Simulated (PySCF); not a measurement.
Successive ionisation energies of iridium

Calculated with PySCF 2.14, two-component X2C-1e (Gaussian nucleus, no Breit or QED terms), each ion in its own even-tempered basis; GMP2 freezes the deep shells of the larger ions and drops the highest virtual spinors; eV.

```json
{"ion": "Ir(67+)", "configuration": "[Ne]", "GHF (spin-free)": "17540.5", "GHF (screened spin-orbit)": "17063.3", "GMP2 (screened spin-orbit)": "17065.0", "NIST": "17040 ± 40", "kind": "theoretical"}
{"ion": "Ir(68+)", "configuration": "[He] 2s2 2p5", "GHF (spin-free)": "17883.6", "GHF (screened spin-orbit)": "17409.3", "GMP2 (screened spin-orbit)": "17411.0", "NIST": "17390 ± 50", "kind": "theoretical"}
{"ion": "Ir(69+)", "configuration": "[He] 2s2 2p4", "GHF (spin-free)": "18229.6", "GHF (screened spin-orbit)": "17787.7", "GMP2 (screened spin-orbit)": "17788.0", "NIST": "17770 ± 50", "kind": "theoretical"}
{"ion": "Ir(70+)", "configuration": "[He] 2s2 2p3", "GHF (spin-free)": "18690.2", "GHF (screened spin-orbit)": "18140.6", "GMP2 (screened spin-orbit)": "18140.9", "NIST": "18120 ± 60", "kind": "theoretical"}
{"ion": "Ir(71+)", "configuration": "[He] 2s2 2p2", "GHF (spin-free)": "19043.2", "GHF (screened spin-orbit)": "20246.8", "GMP2 (screened spin-orbit)": "20249.0", "NIST": "20210 ± 60", "kind": "theoretical"}
{"ion": "Ir(72+)", "configuration": "[He] 2s2 2p1", "GHF (spin-free)": "19399.4", "GHF (screened spin-orbit)": "20673.2", "GMP2 (screened spin-orbit)": "20670.6", "NIST": "20650 ± 70", "kind": "theoretical"}
{"ion": "Ir(73+)", "configuration": "[He] 2s2", "GHF (spin-free)": "21231.6", "GHF (screened spin-orbit)": "21231.6", "GMP2 (screened spin-orbit)": "21238.2", "NIST": "21200 ± 90", "kind": "theoretical"}
{"ion": "Ir(74+)", "configuration": "[He] 2s1", "GHF (spin-free)": "21586.9", "GHF (screened spin-orbit)": "21586.9", "GMP2 (screened spin-orbit)": "21587.1", "NIST": "21556.6 ± 0.24", "kind": "theoretical"}
{"ion": "Ir(75+)", "configuration": "1s2", "GHF (spin-free)": "86667.0", "GHF (screened spin-orbit)": "86667.0", "GMP2 (screened spin-orbit)": "86669.1", "NIST": "86442.44 ± 0.25", "kind": "theoretical"}
{"ion": "Ir(76+)", "configuration": "1s1", "GHF (spin-free)": "88256.9", "GHF (screened spin-orbit)": "88256.9", "GMP2 (screened spin-orbit)": "88256.9", "NIST": "88113.6 ± 1.4", "kind": "theoretical"}
```

**Question.** Where is the largest relative jump?

**Answer.** From Ir(74+) to Ir(75+): 21587.1 to 86669.1 eV, where the electron removed from 1s2 comes from a deeper shell or subshell.
